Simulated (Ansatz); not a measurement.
Calculated with Ansatz (gas phase, PBE0-D4/def2-TZVP geometries, no zero-point term in ΔE). CBS: MP2 limit from def2 TZ/QZ plus the TZ coupled-cluster correction, frozen cores. DFT in def2-TZVPP. Each species was taken in one conformer, which may not be the lowest.

Reaction (cleavage of the B–B bond): `BB(F)OC` + `CCCO` → `BOCCC` + `COBF`

```
             level  ΔE (eV)
              PBE0    -1.84
CCSD(T)/def2-TZVPP    -1.91
SCS-MP2/def2-QZVPP    -1.95
     MP2/CBS(def2)    -1.96
```

Q: What does CCSD(T)/CBS give? (Estimate.)

A: Ansatz gave: -1.89 eV. The listed levels differ from it by 0.05, -0.02, -0.06, -0.07 eV.

Largest T1 diagnostic among the species: 0.013.
